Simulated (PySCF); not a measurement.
## How methods differ on the ionisation energy of Ar¹⁶⁺

Ar¹⁶⁺ 1s2 (1S) → Ar¹⁷⁺ 1s1 (2S), as a difference of total energies. All numbers are calculated (PySCF 2.14, no relativity, point nucleus, in an even-tempered Gaussian basis (15 s from 12 bohr⁻², ratio 2.2; 7 p from 19 bohr⁻², ratio 2.4; 4 d from 56 bohr⁻², ratio 2.4; 3 f from 85 bohr⁻², ratio 2.4; 3 g from 130 bohr⁻², ratio 2.4)). Correlated levels: nothing frozen; virtual orbitals above 40 to 60 times the deepest correlated orbital energy dropped. The calculations carry no spin-orbit coupling.

| method | ionisation energy (eV) |
| --- | --- |
| UHF | 4105.1 |
| LDA | 4089.2 |
| PBE | 4103.4 |
| PBE0 | 4104.1 |
| r2SCAN | 4106.5 |
| B97-3 | 4106.3 |
| MP2 (all electrons) | 4106.4 |
| SCS-MP2 (all electrons) | 4106.6 |

These non-relativistic numbers lack the scalar-relativistic shift.

For comparison: 4120.7 eV (theoretical estimate listed by NIST; NIST Atomic Spectra Database, ionization energies).
